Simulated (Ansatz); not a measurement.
System: GaF3, net charge 0, singlet state. SMILES: [F][Ga]([F])[F]
Structure (B3LYP-D3(BJ)/def2-TZVP (Ansatz, a quantum-chemistry and plane-wave program) minimum search):
```
Ga
F 1 1.7337
F 1 1.7337 2 120.00
F 1 1.7337 2 120.00 3 -180.00
```
Charge 0, spin multiplicity 1.

Task: Give the harmonic wavenumbers at B3LYP-D3(BJ)/def2-TZVP (Ansatz, finite differences of forces, unscaled).

Result: 182, 182, 199, 657, 740, 740 cm⁻¹. Zero-point energy 3.9 kcal/mol.

Task: From these and the geometry, give the ideal-gas thermochemistry at 298.15 K and 1 atm (rigid rotor, harmonic oscillator).

Result: Point group D3h, rotational symmetry number 6. Rotational constants 5.9, 5.9, 2.95 GHz. S(trans) 40.42, S(rot) 21.99, S(vib) 7.65, S(elec, spin only) 0.00, S 70.1 cal/(mol K). H(298) - H(0) 3.67 kcal/mol; G - E(el) -13.4 kcal/mol.
